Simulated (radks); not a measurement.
Results of a calculation; reference values are marked as such.
Initial-state core-level shifts of the cadmium ion Cd+ when its valence configuration changes from [Kr] 4d10 5s1. Level of theory: scalar-relativistic Kohn-Sham, r2SCAN, spin-polarised, spherical densities, finite nucleus; open shells are filled with parallel spins first (spin-orbit coupling, left out, can overturn this in heavy ions); meta-GGA in the generalised Kohn-Sham scheme; Fermi nuclear charge, rms radius 4.6087 fm (a radial shooting solver on a logarithmic mesh with Libxc functionals). Shifts are changes of the shell-averaged eigenvalues in eV (positive: less bound); the change of the density at the nucleus, which sets a Mossbauer isomer shift, is in e/bohr^3, on a base of 1.636e+05.

valence	1s	3p	3d	4p	density at nucleus
4d9 5s1 5p1	-7.015	-7.174	-7.198	-6.348	+8.57
4d9 5s2	-5.715	-5.889	-5.916	-5.030	+38.53
4d9.5 5s1.5	-2.838	-2.926	-2.938	-2.518	+18.58
4d9 5p2	-8.546	-8.672	-8.694	-7.867	-22.36
4d8.5 5s1.5 5p1	-10.049	-10.291	-10.333	-8.929	+29.83
4d8 5s1 5p2	-14.124	-14.448	-14.507	-12.511	+19.30
4d10 5p1	-1.663	-1.629	-1.625	-1.676	-27.23
4d8.5 5s0.5 5p2	-11.294	-11.520	-11.559	-10.179	-2.91
4d10 5s0.5 5p0.5	-0.838	-0.821	-0.819	-0.844	-13.69
